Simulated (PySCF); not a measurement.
methyl(prop-1-en-2-yl)silane (C4H10Si), SMILES C=C(C)[SiH2]C.

Coordinates come from a PBE-D3(BJ)/def2-SVP optimisation. Other conformers were not sampled.

Computed with TDA-B3LYP/def2-SVPD run with PySCF.

Vertical excitations. Gas-phase values at a fixed geometry.

```json
[
 {"state": "S1", "energy (eV)": "6.55", "λ (nm)": "189", "f": "0.004", "main pairs": "HOMO−1→LUMO 96 %"},
 {"state": "S2", "energy (eV)": "6.64", "λ (nm)": "187", "f": "0.047", "main pairs": "HOMO→LUMO+1 84 %, HOMO→LUMO 13 %"},
 {"state": "S3", "energy (eV)": "6.99", "λ (nm)": "177", "f": "0.192", "main pairs": "HOMO→LUMO+2 57 %, HOMO→LUMO 34 %"},
 {"state": "S4", "energy (eV)": "7.22", "λ (nm)": "172", "f": "0.224", "main pairs": "HOMO→LUMO+2 37 %, HOMO→LUMO 32 %, HOMO→LUMO+1 11 %, HOMO−2→LUMO 7 %"},
 {"state": "S5", "energy (eV)": "7.51", "λ (nm)": "165", "f": "0.013", "main pairs": "HOMO−2→LUMO 69 %, HOMO−3→LUMO 27 %"},
 {"state": "S6", "energy (eV)": "7.60", "λ (nm)": "163", "f": "0.008", "main pairs": "HOMO→LUMO+4 81 %"},
 {"state": "S7", "energy (eV)": "7.68", "λ (nm)": "161", "f": "0.010", "main pairs": "HOMO→LUMO+3 52 %, HOMO−1→LUMO+1 13 %, HOMO→LUMO+4 11 %, HOMO−3→LUMO 10 %"},
 {"state": "S8", "energy (eV)": "7.71", "λ (nm)": "161", "f": "0.017", "main pairs": "HOMO−1→LUMO+1 81 %"},
 {"state": "S9", "energy (eV)": "7.79", "λ (nm)": "159", "f": "0.046", "main pairs": "HOMO→LUMO+5 76 %"},
 {"state": "S10", "energy (eV)": "7.82", "λ (nm)": "159", "f": "0.036", "main pairs": "HOMO−3→LUMO 39 %, HOMO−2→LUMO 14 %, HOMO→LUMO+6 12 %, HOMO→LUMO+3 12 %"},
 {"state": "T1", "energy (eV)": "4.13", "λ (nm)": "300", "f": "0", "main pairs": "HOMO→LUMO 93 %"},
 {"state": "T2", "energy (eV)": "5.98", "λ (nm)": "207", "f": "0", "main pairs": "HOMO−1→LUMO 97 %"},
 {"state": "T3", "energy (eV)": "6.56", "λ (nm)": "189", "f": "0", "main pairs": "HOMO→LUMO+1 92 %"},
 {"state": "T4", "energy (eV)": "6.93", "λ (nm)": "179", "f": "0", "main pairs": "HOMO→LUMO+2 88 %"}
]
```
Triplets are in the Tamm–Dancoff approximation.
